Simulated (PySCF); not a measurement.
**Atomic charges by several schemes**

Compound: C6H15OP.
Structure used (GFN2-xTB), in Å, numbered top down from 1:
```xyz
23
C6H15OP angstrom
C      2.7064    0.5247    0.6604
C      1.7934   -0.2009   -0.3153
P      0.1671   -0.5389    0.4922
O      0.2913   -1.2959    1.7450
C     -0.7968   -1.4390   -0.8009
C     -2.2040   -1.7193   -0.2968
C     -0.6595    1.0847    0.7658
C     -0.8545    1.9652   -0.4558
H      2.7050   -0.0018    1.6135
H      2.3637    1.5435    0.8315
H      3.7272    0.5650    0.2844
H      1.6668    0.3580   -1.2419
H      2.2105   -1.1817   -0.5595
H     -0.8068   -0.8913   -1.7427
H     -0.2603   -2.3798   -0.9536
H     -2.7959   -0.8067   -0.2636
H     -2.7136   -2.4347   -0.9398
H     -2.1495   -2.1323    0.7093
H     -0.0581    1.5895    1.5269
H     -1.6171    0.8414    1.2344
H     -1.3608    2.8869   -0.1727
H      0.1008    2.2279   -0.9042
H     -1.4599    1.4623   -1.2064
```

Density: PBE0/pcSseg-1 (PySCF); schemes: Mulliken, IAO, Hirshfeld and ESP-fitted. One conformer (not necessarily the lowest) at the GFN2-xTB geometry, without solvent, vibrations or thermal averaging.

Q: What partial charge does each atom carry?

A: In e; atoms taken as equivalent share a row and are averaged (×n: the atom named and its like, n in all):

| atom | environment | Mulliken | IAO | Hirshfeld | ESP-fitted |
| --- | --- | --- | --- | --- | --- |
| C1/C6/C8 | methyl carbon | -0.279 | -0.418 | -0.116 | -0.238 |
| C2/C5/C7 | sp3 carbon bound to phosphorus | -0.480 | -0.509 | -0.111 | +0.051 |
| P3 | phosphoryl phosphorus | +0.840 | +1.510 | +0.435 | +0.599 |
| O4 | phosphoryl oxygen | -0.615 | -0.944 | -0.409 | -0.652 |
| H9 (×9) | methyl hydrogen | +0.126 | +0.145 | +0.042 | +0.067 |
| H12 (×6) | methylene hydrogen | +0.152 | +0.152 | +0.046 | +0.002 |

Mean size of the charges over all atoms: IAO 0.324 e, Mulliken 0.251 e, ESP-fitted 0.124 e, Hirshfeld 0.095 e. Each set sums to the total charge, 0, to within 0.001 e. The ESP scheme fits charges at the nuclei, held to the total charge, to the electrostatic potential on points at 1.4 to 2.0 times the van der Waals radii.

Some averages cover members that differ in this geometry: C1/C6/C8, ESP-fitted -0.319 to -0.186; H12 (×6), ESP-fitted -0.036 to +0.021; H9 (×9), ESP-fitted +0.049 to +0.087; H9 (×9), Mulliken +0.115 to +0.143 e.

Lowest charge. All schemes agree: Mulliken O4 (-0.615); IAO O4 (-0.944); Hirshfeld O4 (-0.409); ESP-fitted O4 (-0.652).

Highest charge. All schemes agree: Mulliken P3 (+0.840); IAO P3 (+1.510); Hirshfeld P3 (+0.435); ESP-fitted P3 (+0.599).

Q: Sum the charges by element, for elements with more than one atom.

A: 
```
element  atoms  Mulliken     IAO  Hirshfeld  ESP-fitted
      C      6    -2.276  -2.781     -0.681      -0.562
      H     15    +2.051  +2.215     +0.655      +0.616
```

Q: How many electrons does the Mulliken scheme count on C8?

A: Its own charge is -0.278 e, so Z − q = 6.278.
